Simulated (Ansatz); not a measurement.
```xyz
8

Cl    0.7947    0.7800   -2.0971
Si    0.1496    0.2627   -0.2175
Se    1.7680    0.4637    1.3510
Se   -0.5182   -1.9004   -0.1733
Se   -1.4669    1.7850    0.2331
H     2.5101   -0.7005    0.8415
H    -1.3530   -1.7411   -1.3739
H    -1.8843    1.0507    1.4361
```

The species carries charge 0 and has multiplicity 1.

Question: List the CAM-B3LYP/def2-TZVPP orbital energies in eV (the Gaussian-basis code of Ansatz). (An estimate is asked.)

Answer: Computed: Occupied: -12353.20, -12353.19, -12353.18, -2764.68, -1803.69, -1582.40, -1582.38, -1582.38, -1420.61, -1420.60, -1420.59, -1420.58, -1420.57, -1420.56, -1420.53, -1420.52, -1420.51, -259.46, -214.99, -214.98, -214.97, -198.51, -198.37, -198.37, -159.11, -159.10, -159.09, -159.02, -159.00, -159.00, -158.84, -158.83, -158.82, -147.98, -103.34, -103.31, -103.31, -59.94, -59.92, -59.92, -59.91, -59.90, -59.89, -59.76, -59.75, -59.74, -59.69, -59.68, -59.67, -59.67, -59.65, -59.65, -25.23, -22.47, -21.62, -21.56, -15.86, -13.42, -13.11, -12.65, -12.05, -11.46, -11.43, -10.30, -10.14, -8.96, -8.84, -8.51. Lowest empty: -0.05, 0.77, 0.81, 1.01, 1.48, 1.57, 1.78, 4.39.
